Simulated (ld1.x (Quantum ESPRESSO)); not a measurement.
# Configuration tests for gallium (Ga) (RRKJ)

```
Element                 : Ga (Z = 31)
Generator               : ld1.x (Quantum ESPRESSO) 7.5
Type                    : norm-conserving RRKJ (Kleinman–Bylander form)
Functional              : PBE
Relativity              : scalar-relativistic
Frozen core             : [Ar]
Valence charge          : 13
Reference configuration : 3d10 4s2 4p1
Partial waves           : 4s (bound): rc 1.55 bohr; 4p (bound): rc 2.00 bohr; 4f channel at -0.15 Ry: rc 1.95 bohr; 3d (bound): rc 0.75 bohr
Local potential         : the d channel
Core correction         : none
rho0                    : 0.01
```

Energies are relative to the spin-unpolarised reference configuration 3d10 4s2 4p1; without spin polarisation the order of configurations can differ from experiment. Not all tests gave a result: 2 of 7 tests not solved or not reliable. Left out of the table: 3d9 4s2 4p2 (solver errors, printed error -1705 eV); 3d9 4s2 4p1 (solver errors, printed error -32.9 eV). The frozen-core shift is the all-electron ΔE with the core orbitals held at their reference shape minus the fully relaxed ΔE.

```csv
valence configuration,charge,ΔE all-electron (eV),error AE − PS (meV),frozen-core shift (meV)
3d10 4s2 4p0,+1,5.688,+0.6,+0.7
3d10 4s2 4p1.3,-0.3,-0.534,+0.1,0.0
3d10 4s0 4p3,0,13.371,+3.4,+2.4
```

Question: What are ΔE and the potential's error for 3d10 4s0 4p0?

Answer: ΔE = 58.088 eV all-electron; the error (AE − PS) is +90 meV.

Question: What are ΔE and the potential's error for 3d10 4s1 4p0?

Answer: ΔE = 26.816 eV all-electron; the error (AE − PS) is +21 meV.

Note: ghost states, extra bound levels that the all-electron valence spectrum of the same l lacks: s at -724.5 eV, p at -357.4 eV. A true bound ghost makes a file unfit for plane-wave use.
